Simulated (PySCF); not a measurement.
Molecule: SMILES OB(O)O, BH3O3.

Numbering as in the mapped SMILES `[OH:1][B:2]([OH:3])[OH:4]`. Hydrogens are named by the atom that carries them.

Geometry PBE0-D3(BJ)/def2-SVP throughout; GIAO in PySCF 2.14, gas phase, one conformer, non-relativistic; equivalent atoms averaged; basis pcSseg-2.

(1) How do the absolute shieldings σ depend on the functional? (ppm; last column core-seconds on 1 thread of an x86-64 server CPU, shared host; the GGAs took longer than the global hybrids here, which isn't the general rule, and the cause wasn't traced)

(2) Which nucleus moves most, in ppm?

Answers

(1) 
```
functional                    kind  O1/O3/O4    B2  H(O1)/H(O3)/H(O4)  core-s
        HF            Hartree–Fock     264.6  92.8              29.11       6
       LDA                     LDA     234.7  70.9              28.33      16
       PBE                     GGA     237.0  73.1              28.97      21
      BLYP                     GGA     235.7  71.2              29.19      20
      BP86                     GGA     237.1  73.8              29.05      20
      OPBE                     GGA     244.1  79.0              29.01      20
       KT2                     GGA     240.0  79.5              29.07      20
       KT3                     GGA     243.4  79.9              29.26      21
     B97-D                     GGA     243.2  77.3              29.23      20
     B3LYP           global hybrid     242.2  75.5              29.09      13
      PBE0           global hybrid     245.1  78.4              28.93      13
  mPW1PW91           global hybrid     244.9  78.4              28.99      12
      WP04           global hybrid     241.6  73.1              29.19     9.8
     B97-2           global hybrid     247.5  80.0              29.11     9.6
 BHandHLYP           global hybrid     251.1  81.9              29.01     9.6
 CAM-B3LYP  range-separated hybrid     246.6  76.4              28.92      11
   wB97X-D  range-separated hybrid     248.4  79.3              29.06      12
   LC-wPBE  range-separated hybrid     251.9  77.4              28.89      16
```

(2) O1/O3/O4 (oxygen bonded to B, H): from 234.7 ppm with LDA to 264.6 ppm with HF. The smallest spread is 0.93 ppm, at H(O1)/H(O3)/H(O4).
